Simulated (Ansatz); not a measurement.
**Cost against result**

The pair of NH3 (SMILES N, atoms 1–4) and HBr (SMILES Br, atoms 5–6), both closed shells, in one local arrangement (a lower one may exist), relaxed at PBE0-D4/def2-TZVP:

```
6
angstrom
N 0.0130 0.0404 -0.5883
H -0.5014 -0.7280 -1.0020
H -0.4065 0.9125 -0.8875
H 0.9698 0.0081 -0.9194
Br -0.0547 -0.1696 2.4722
H -0.0203 -0.0634 0.9249
```

Interaction energies are counterpoise-corrected; the time is that of the whole pair.

Program: Ansatz 0.2.0. Basis: as named in each row. Cores are frozen in the correlated methods. Filled d shells of the heavier atoms are correlated. The def2 sets are not built for correlating such inner shells, so the correlated values are less sure here. B3LYP uses VWN-RPA correlation. Extrapolation: Hartree–Fock as exp(−7.88 √X), correlation as X^−2.97.

Times are rough, for one single point on 2 threads of a shared host (Intel Xeon Platinum 8488C).

The estimate by CCSD(T) at an estimated basis limit (MP2 extrapolated from triple and quadruple zeta, plus CCSD(T) − MP2 in triple zeta) is -48.7 kJ/mol.

| method | basis | time (s) | interaction energy (kJ/mol) | method less estimate |
| --- | --- | --- | --- | --- |
| HF | STO-3G | under 1 | -18.0 | 30.7 |
| PBE-D4 | STO-3G | under 1 | -72.6 | -24.0 |
| SPW92 | def2-SVP | under 1 | -87.7 | -39.0 |
| PBE-D4 | def2-SVP | under 1 | -64.2 | -15.5 |
| B3LYP-D4 | 6-31G | under 1 | -80.5 | -31.8 |
| PBE0-D4 | def2-SVP | under 1 | -64.0 | -15.3 |
| CCSD(T) | def2-SVP | under 1 | -31.5 | 17.2 |
| PBE-D4 | def2-TZVPPD | 1 | -61.9 | -13.2 |
| revPBE-D4 | def2-TZVPPD | 1 | -56.4 | -7.8 |
| BLYP-D4 | def2-TZVPPD | 1 | -51.3 | -2.6 |
| wB97M-V | def2-SVP | 2 | -50.8 | -2.1 |
| PBE0-D4 | def2-TZVPPD | 2 | -61.1 | -12.4 |
| B3LYP-D4 | def2-TZVPPD | 2 | -52.8 | -4.1 |
| r2SCAN-D4 | def2-TZVPPD | 2 | -62.8 | -14.1 |
| B2PLYP | def2-TZVPPD | 2 | -47.5 | 1.1 |
| HSE06-D4 | def2-TZVPPD | 3 | -61.5 | -12.8 |
| wB97X-V | def2-TZVPPD | 4 | -49.9 | -1.2 |
| B97M-V | def2-TZVPPD | 4 | -50.3 | -1.6 |
| wB97M-V | def2-TZVPPD | 4 | -48.0 | 0.7 |
| MP2 | def2-QZVPPD | 8 | -54.7 | -6.0 |
| CCSD(T) | def2-TZVPPD | 23 | -40.1 | 8.6 |

No T1 diagnostic of these runs exceeds 0.009.
